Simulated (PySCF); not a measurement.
Vertical excitations of a molecule C2H6AlBrO from PySCF 2.14.0 with TDA-PBE0/def2-SVPD, as energy in eV (oscillator strength): 6.40 (0.001), 6.47 (0.018), 6.47 (0.000), 6.66 (0.000), 6.70 (0.086), 6.93 (0.070), 6.93 (0.129), 7.20 (0.004), 7.28 (0.017), 7.46 (0.204). Lowest triplet (TDA): 6.08 eV. Geometry optimised at B3LYP-D3(BJ)/def2-SVP. Other conformers were not sampled.

Task: Pick the molecule that these values belong to.
A) CC[O][AlH][Br]
B) C[O][Al]([CH3])[Br]
C) C[CH2][Al]([OH])[Br]

Result: B, C[O][Al]([CH3])[Br]
